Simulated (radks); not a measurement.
Values are calculated unless marked as measured or tabulated.
Species: Re18+. Configuration: [Xe] 5d1 6s2 (not the ground configuration).

Level of theory: Dirac Kohn-Sham, PBE, spin-unpolarised, spherical densities, finite nucleus; open shells fill j = l - 1/2 first; Fermi nuclear charge, rms radius 5.3698 fm (a radial shooting solver on a logarithmic mesh with Libxc functionals).

Energy parts (eV):
total: -450053.69
kinetic: 509828.09
electron-nucleus: -1092037.68
Hartree: 140462.60
exchange-correlation: -8306.69

Orbitals (lengths in bohr, moments of r in powers of bohr; r(90%) holds 90 % of the orbital's charge):
[
 {"orbital": "1s1/2", "occ.": "2", "eigenvalue (eV)": "-72148.64", "r(90%)": "0.0329", "<1/r>": "88.71"},
 {"orbital": "2s1/2", "occ.": "2", "eigenvalue (eV)": "-13034.09", "r(90%)": "0.118", "<1/r>": "21.61"},
 {"orbital": "2p1/2", "occ.": "2", "eigenvalue (eV)": "-12496.81", "r(90%)": "0.104", "<1/r>": "21.58"},
 {"orbital": "2p3/2", "occ.": "4", "eigenvalue (eV)": "-11060.32", "r(90%)": "0.115", "<1/r>": "18.02"},
 {"orbital": "3s1/2", "occ.": "2", "eigenvalue (eV)": "-3530.728", "r(90%)": "0.289", "<1/r>": "7.952"},
 {"orbital": "3p1/2", "occ.": "2", "eigenvalue (eV)": "-3292.041", "r(90%)": "0.281", "<1/r>": "7.863"},
 {"orbital": "3p3/2", "occ.": "4", "eigenvalue (eV)": "-2978.832", "r(90%)": "0.301", "<1/r>": "6.950"},
 {"orbital": "3d3/2", "occ.": "4", "eigenvalue (eV)": "-2577.944", "r(90%)": "0.274", "<1/r>": "6.830"},
 {"orbital": "3d5/2", "occ.": "6", "eigenvalue (eV)": "-2510.312", "r(90%)": "0.280", "<1/r>": "6.616"},
 {"orbital": "4s1/2", "occ.": "2", "eigenvalue (eV)": "-1194.065", "r(90%)": "0.598", "<1/r>": "3.544"},
 {"orbital": "4p1/2", "occ.": "2", "eigenvalue (eV)": "-1093.092", "r(90%)": "0.605", "<1/r>": "3.455"},
 {"orbital": "4p3/2", "occ.": "4", "eigenvalue (eV)": "-1008.167", "r(90%)": "0.642", "<1/r>": "3.148"},
 {"orbital": "4d3/2", "occ.": "4", "eigenvalue (eV)": "-842.3545", "r(90%)": "0.654", "<1/r>": "2.995"},
 {"orbital": "4d5/2", "occ.": "6", "eigenvalue (eV)": "-825.2270", "r(90%)": "0.665", "<1/r>": "2.925"},
 {"orbital": "5s1/2", "occ.": "2", "eigenvalue (eV)": "-512.1495", "r(90%)": "1.13", "<1/r>": "1.755"},
 {"orbital": "5p1/2", "occ.": "2", "eigenvalue (eV)": "-470.3849", "r(90%)": "1.17", "<1/r>": "1.689"},
 {"orbital": "5p3/2", "occ.": "4", "eigenvalue (eV)": "-444.4899", "r(90%)": "1.23", "<1/r>": "1.575"},
 {"orbital": "5d3/2", "occ.": "1", "eigenvalue (eV)": "-377.3079", "r(90%)": "1.31", "<1/r>": "1.460"},
 {"orbital": "5d5/2", "occ.": "0", "eigenvalue (eV)": "-372.2744", "r(90%)": "1.33", "<1/r>": "1.435"},
 {"orbital": "6s1/2", "occ.": "2", "eigenvalue (eV)": "-278.5572", "r(90%)": "1.91", "<1/r>": "1.003"}
]

The highest occupied level is 6s1/2 at -278.56 eV. The configuration is held as typed, so some empty levels lie below it. Summed over all electrons, <r^2> = 16.51 bohr^2, which gives a Langevin (diamagnetic) susceptibility term of -13.1 x 10^-6 cm^3/mol.
